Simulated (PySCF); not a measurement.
C₂H₅N, charge -1, doublet, geometry from GFN2-xTB (a state made from the parent by changing its charge; the spin is typed, not shown lowest) (in this run its highest filled SCF level lies above zero, so its values depend strongly on the basis, on diffuse functions most of all), atoms displaced at random by about 0.02 Å a coordinate. Base run: PBE/STO-3G run with PySCF.

PySCF was given this input:
```python
from pyscf import gto, scf, dft
from pyscf.geomopt import geometric_solver

mol = gto.Mole()
mol.atom = '''
    C     1.060277   -0.363586    0.028967
    N    -0.029464    0.362408    0.450088
    C    -1.154975    0.255952   -0.346197
    H     1.556734    0.054224   -0.884010
    H     1.856062   -0.378182    0.824368
    H     0.837687   -1.403294   -0.290676
    H    -1.297016   -0.687091   -0.912196
    H    -2.105893    0.587137    0.104981
'''
mol.basis = 'sto-3g'
mol.charge = -1
mol.spin = 1
mol.verbose = 3
mol.build()

def method(m):
    mf = dft.UKS(m)
    mf.xc = 'pbe'
    return mf

conv, mol_eq = geometric_solver.kernel(method(mol), maxsteps=100)
print('optimisation converged:', conv)
print(mol_eq.tostring(format='xyz'))
mf = method(mol_eq)
mf.kernel()
```

Each row names what was changed in the base input (with any setting that the change needs).

| change | ΔE vs base (kcal/mol) | optimiser steps | core-seconds (rough) | outcome |
|---|---|---|---|---|
| base | 0.000 | 10 | 30 | converged |
| convergence_set = GAU_TIGHT | 0.000 | 27 | 50 | converged |
| coordsys = cart | 0.005 | 16 | 40 | converged |
| convergence_set = TURBOMOLE | 0.000 | 11 | 30 | converged |
| coordsys = dlc | 0.000 | 10 | 30 | converged |
| convergence_set = GAU_VERYTIGHT | - | - | - | not converged |
| coordsys = prim | 0.000 | 12 | 30 | converged |

Open shells are given as the SCF converged; they aren't shown to be the lowest states, and a large step between rows can be another state.
